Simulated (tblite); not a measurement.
A geometry optimisation, step by step.

C₆H₈FSi (doublet state).
Atom-mapped SMILES: `[CH3:1][C:2]#[C:3][Si@@H:4]1[CH:5][C@H:6]([F:7])[CH2:8]1` (hydrogens: H9, H10, H11 on C1; H12 on Si4; H13 on C5; H14 on C6; H15, H16 on C8)
Bond orders are those of one Lewis drawing.

Computed with GFN2-xTB (tblite), gas phase: L-BFGS steps from a force-field or distance-geometry start until the largest atomic force falls under 0.01 eV/Å. 5 of its 94 geometries are shown.

Step 0: E = -630.8901 eV, largest atomic force 2.407 eV/Å
```
atom  x, y, z in Å  |  force x, y, z in eV/Å
C1      3.737    0.090   -0.008   -1.303   0.075   1.049
C2      2.278   -0.077    0.273    1.891   0.126  -0.051
C3      1.117   -0.243    0.529    0.007   0.022   0.202
Si4    -0.655   -0.465    0.912    2.171  -0.960   0.396
C5     -1.585   -1.067   -0.569   -1.492  -0.520   1.575
C6     -2.586    0.065   -0.293    0.806   0.517  -0.692
F7     -2.977    0.643   -1.472   -0.820   0.149  -0.004
C8     -1.703    1.014    0.538   -0.772   0.397   0.282
H9      4.217   -0.895    0.066   -0.143   0.308  -0.431
H10     3.784    0.561   -0.992    0.471  -0.198   0.271
H11     4.199    0.715    0.802   -0.483  -0.284  -0.872
H12    -0.943   -1.153    2.168    0.080  -0.009   0.195
H13    -2.065   -2.045   -0.396    0.253   0.129  -0.906
H14    -3.432   -0.276    0.325   -0.191   0.153  -0.676
H15    -1.173    1.770   -0.078   -0.760  -0.338   0.609
H16    -2.221    1.373    1.451    0.284   0.432  -0.946
```

Step 23: E = -631.8060 eV, largest atomic force 0.100 eV/Å
```
atom  x, y, z in Å  |  force x, y, z in eV/Å
C1      3.748    0.087    0.014   -0.001   0.000  -0.021
C2      2.353   -0.116    0.322   -0.018   0.002  -0.049
C3      1.180   -0.280    0.545   -0.031  -0.021   0.020
Si4    -0.589   -0.521    0.991   -0.046  -0.041   0.017
C5     -1.847   -1.185   -0.214   -0.051  -0.050  -0.003
C6     -2.662    0.057   -0.237    0.014   0.002  -0.044
F7     -2.921    0.529   -1.519   -0.013   0.012   0.005
C8     -1.733    0.967    0.582   -0.058   0.006  -0.017
H9      4.265   -0.872    0.006    0.036   0.003   0.016
H10     3.840    0.547   -0.969    0.034   0.017  -0.026
H11     4.204    0.740    0.757    0.010  -0.018   0.005
H12    -0.676   -1.074    2.344   -0.027   0.011   0.051
H13    -1.990   -1.996   -0.909    0.066   0.042  -0.004
H14    -3.663   -0.066    0.212    0.098  -0.010   0.015
H15    -1.275    1.713   -0.062   -0.023   0.003   0.026
H16    -2.242    1.478    1.394    0.011   0.044   0.009
```

Step 46: E = -631.8201 eV, largest atomic force 0.051 eV/Å
```
atom  x, y, z in Å  |  force x, y, z in eV/Å
C1      3.722    0.069   -0.010   -0.017  -0.001   0.015
C2      2.330   -0.145    0.307   -0.009   0.009   0.029
C3      1.168   -0.305    0.589    0.004   0.002   0.017
Si4    -0.605   -0.515    1.042    0.021  -0.023   0.004
C5     -1.804   -1.175   -0.222    0.001  -0.046  -0.022
C6     -2.652    0.043   -0.231    0.012  -0.009  -0.015
F7     -2.946    0.526   -1.497   -0.017   0.002  -0.043
C8     -1.742    0.968    0.591    0.013   0.023   0.016
H9      4.258   -0.879   -0.013   -0.007  -0.025  -0.020
H10     3.812    0.536   -0.990    0.018   0.000  -0.015
H11     4.172    0.722    0.738    0.003   0.016  -0.007
H12    -0.743   -1.013    2.414   -0.001  -0.006  -0.021
H13    -1.825   -1.905   -1.014    0.026   0.028   0.030
H14    -3.632   -0.121    0.238   -0.020   0.023   0.034
H15    -1.265    1.692   -0.063   -0.002   0.015  -0.015
H16    -2.256    1.511    1.378   -0.026  -0.008   0.013
```

Step 70: E = -631.8225 eV, largest atomic force 0.019 eV/Å
```
atom  x, y, z in Å  |  force x, y, z in eV/Å
C1      3.717    0.060   -0.017   -0.003  -0.004  -0.002
C2      2.330   -0.131    0.332   -0.001   0.004   0.002
C3      1.171   -0.280    0.634   -0.007  -0.003   0.002
Si4    -0.607   -0.504    1.057    0.003  -0.011   0.001
C5     -1.785   -1.171   -0.223    0.009   0.013   0.011
C6     -2.650    0.035   -0.231    0.001  -0.003  -0.001
F7     -2.954    0.513   -1.497   -0.006   0.000  -0.005
C8     -1.751    0.971    0.592   -0.001   0.004   0.001
H9      4.233   -0.900   -0.029    0.004  -0.005   0.002
H10     3.792    0.514   -1.005    0.003   0.003  -0.003
H11     4.198    0.712    0.711    0.000  -0.002  -0.002
H12    -0.773   -1.017    2.420    0.009   0.005  -0.002
H13    -1.750   -1.864   -1.046    0.000  -0.007  -0.005
H14    -3.626   -0.134    0.247   -0.006  -0.004  -0.007
H15    -1.277    1.695   -0.064    0.004   0.009   0.002
H16    -2.276    1.509    1.375   -0.009   0.000   0.005
```

Step 93: E = -631.8232 eV, largest atomic force 0.008 eV/Å
```
atom  x, y, z in Å  |  force x, y, z in eV/Å
C1      3.720    0.046   -0.025    0.000   0.000  -0.001
C2      2.330   -0.122    0.330    0.001   0.002   0.002
C3      1.171   -0.253    0.637    0.000  -0.002   0.000
Si4    -0.605   -0.482    1.065    0.001  -0.003   0.000
C5     -1.763   -1.161   -0.226   -0.001  -0.002  -0.001
C6     -2.646    0.032   -0.239   -0.002   0.000   0.000
F7     -2.937    0.514   -1.507    0.002   0.000   0.001
C8     -1.774    0.976    0.606    0.000  -0.002  -0.002
H9      4.220   -0.923   -0.033    0.001  -0.001   0.000
H10     3.799    0.494   -1.014    0.000   0.001  -0.001
H11     4.213    0.694    0.699    0.000   0.000   0.000
H12    -0.759   -1.000    2.427    0.000   0.003   0.001
H13    -1.720   -1.863   -1.042   -0.002   0.007   0.004
H14    -3.627   -0.156    0.221   -0.002  -0.003  -0.002
H15    -1.310    1.722   -0.033    0.000   0.001   0.002
H16    -2.321    1.490    1.391    0.002  -0.002  -0.002
```

Q: Summarise the path.

A: The energy falls by 90.03 kJ/mol from step 0 to step 93; nine tenths of that is first reached at step 12. It falls at every step. The largest force goes from 2.407 to 0.008 eV/Å. Among the bonds Si4–C8 changes most, from 1.851 to 1.925 Å; the atoms move by 0.260 Å rms after alignment.

Q: Follow the three bonds and two angles with the largest change from start to end.

A: 
```csv
step,E above end (kJ/mol),largest force (eV/Å),Si4–C8 (Å),C5–C6 (Å),C1–C2 (Å),Si4–C5–H13 (°),C6–C5–H13 (°)
0,90.03,2.407,1.851,1.536,1.495,112.5,110.0
4,33.84,0.693,1.918,1.497,1.423,121.8,118.6
8,16.37,0.443,1.918,1.496,1.446,133.8,122.8
12,7.64,0.316,1.936,1.491,1.447,139.8,123.3
16,4.09,0.184,1.923,1.483,1.450,142.1,123.5
20,2.35,0.142,1.929,1.484,1.444,142.0,122.4
24,1.54,0.095,1.921,1.484,1.443,140.2,123.3
28,1.24,0.055,1.924,1.485,1.444,139.0,123.2
32,0.80,0.071,1.926,1.485,1.443,138.3,122.8
36,0.67,0.057,1.923,1.485,1.445,138.3,122.9
40,0.54,0.047,1.924,1.485,1.443,138.3,122.7
44,0.37,0.048,1.925,1.484,1.444,138.4,123.0
49,0.22,0.044,1.923,1.484,1.443,138.4,122.6
53,0.15,0.029,1.925,1.484,1.444,137.6,123.0
57,0.11,0.021,1.925,1.484,1.444,137.6,122.7
61,0.09,0.026,1.925,1.485,1.444,137.4,122.6
65,0.08,0.016,1.925,1.484,1.444,137.6,122.5
69,0.07,0.012,1.924,1.485,1.444,137.4,122.5
73,0.06,0.013,1.924,1.485,1.444,137.3,122.6
77,0.04,0.019,1.925,1.485,1.444,137.3,122.7
81,0.03,0.015,1.924,1.484,1.444,137.3,122.6
85,0.01,0.015,1.925,1.484,1.444,137.6,122.5
89,0.01,0.010,1.924,1.484,1.443,137.6,122.6
93,0.00,0.008,1.925,1.484,1.444,137.6,122.7
```

The cost below is that of the whole relaxation. Hardware: Intel Xeon Platinum 8488C, one thread, no GPU, shared host with 96 logical CPUs at a one-minute load of 63. Cost: 0.67 s of wall time.
